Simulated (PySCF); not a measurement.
**What binds MgBr: the parts of the energy along the bond**

State: ²Σ⁺, doublet, unpaired electrons σ ↑. ROHF-based CCSD(T) in PySCF 2.14 with Mg cc-pCVDZ, Br aug-cc-pVDZ-PP with ECP10 and Mg cc-pCVTZ, Br aug-cc-pVTZ-PP with ECP10 (frozen core orbitals: 10; scalar-relativistic core potentials). Correlation energies are extrapolated as n⁻³ (n = 2, 3), Hartree–Fock as (n+1)·exp(−9√n). All energies in eV from Mg + Br.

| R (Å) | HF/CBS | CCSD corr. | (T) | total |
| --- | --- | --- | --- | --- |
| 2.0919 | -2.082 | -0.130 | -0.0721 | -2.284 |
| 2.1870 | -2.412 | -0.107 | -0.0733 | -2.592 |
| 2.2821 | -2.571 | -0.089 | -0.0748 | -2.734 |
| 2.3772 | -2.610 | -0.074 | -0.0765 | -2.761 |
| 2.4723 | -2.566 | -0.063 | -0.0785 | -2.707 |
| 2.5911 | -2.433 | -0.053 | -0.0812 | -2.567 |
| 2.7100 | -2.245 | -0.047 | -0.0842 | -2.376 |

A fit to the total gives Re = 2.3556 Å, De = 2.763 eV, ωe = 375.0 cm⁻¹, Be = 0.1652 cm⁻¹ (masses 23.9850 and 78.9183 u).

Problem. At R = 2.3772 Å the CCSD correlation energy is -0.317835 hartree in the smaller basis and -0.464756 in the larger. Extrapolate it.

Solution. (3³·E3 − 2³·E2)/(3³ − 2³) = -0.52662 hartree; the larger basis holds 88.3 % of it.

The T1 diagnostic is 0.012. The state was picked by a PBE0 search and need not be the measured ground state. Spin–orbit coupling, excitations beyond (T) and corrections to the Born–Oppenheimer picture are left out.
